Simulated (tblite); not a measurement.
Species: C₄H₁₂OSi₂.
Bonds: Si1–C2, C2–Si3, Si3–C4, C4–C5, C5–O6, O6–C7, C4–C7. Hydrogens: H8, H9, H10 on Si1; H11, H12 on C2; H13, H14 on Si3; H15 on C4; H16, H17 on C5; H18, H19 on C7.

Computed geometry: GFN2-xTB, gas phase.

Question: What internal coordinates does the optimisation give?

Answer: 
```tsv
bond	length (bohr)
Si1–C2	3.594
C2–Si3	3.588
Si3–C4	3.586
C4–C5, C4–C7	2.898
C5–O6, O6–C7	2.697
Si1–H8, Si1–H9, Si1–H10	2.769
C2–H11, C2–H12	2.060
Si3–H13, Si3–H14	2.777
C4–H15	2.059
C5–H16, C7–H18	2.068
C5–H17, C7–H19	2.070
```

Bonds in one row agree within 0.02 bohr and their mean is given. A selection of angles:
```tsv
angle	degrees
C2–Si1–H8	110.0
H8–Si1–H9	109.7
Si1–C2–Si3	116.5
Si1–C2–H11	108.4
Si1–C2–H12	108.6
Si3–C2–H11	109.1
Si3–C2–H12	107.9
H11–C2–H12	105.9
C2–Si3–C4	109.0
C2–Si3–H13	111.5
C2–Si3–H14	110.3
C4–Si3–H13	107.8
C4–Si3–H14	109.1
H13–Si3–H14	109.0
Si3–C4–C5	116.4
Si3–C4–H15	111.6
C5–C4–C7	84.3
C5–C4–H15	112.7
C4–C5–O6	91.7
C4–C5–H16	116.1
C4–C5–H17	115.7
O6–C5–H16	111.6
O6–C5–H17	111.6
H16–C5–H17	109.1
C5–O6–C7	92.3
```

Dihedral angles: Si1–C2–Si3–C4 -57° (synclinal); C2–Si3–C4–C5 -166° (antiperiplanar); Si3–C4–C5–O6 114° (anticlinal); C4–C5–O6–C7 3° (synperiplanar); C5–O6–C7–C4 -3° (synperiplanar); Si3–C4–C7–O6 -114° (anticlinal). The mirror-image conformer, all signs reversed, is as good.

Si3 (SiH2 silicon) is tetrahedral (angles from 107.8° to 111.5°). Of the pairs four or more bonds apart, Si1···H15 is among the closest relative to their van der Waals radii: 3.40 Å, 103 % of the sum of Bondi's values. The 4-membered ring C4–C5–O6–C7 has internal angles of 84.3° to 92.3° (sum 360°, against 360° for a flat polygon); it is almost planar, 0.02 Å rms from its mean plane, widest ring torsion 3°. Si1 (SiH3 silicon) is tetrahedral (angles from 108.8° to 110.0°).

Point group: C1 (no symmetry element, even within 0.4 Å). Its GFN2-xTB frequencies are all real (lowest 23 cm⁻¹). The numbers are those of one conformer. 3 starts were optimised and ended at 0.00, 0.30 and 0.88 kcal/mol (GFN2-xTB); the lowest of these is shown.

On Arm Neoverse N1, one thread, shared host with 64 logical CPUs at a one-minute load of 22, this took 2.2 s of wall time. This is the geometry optimisation.
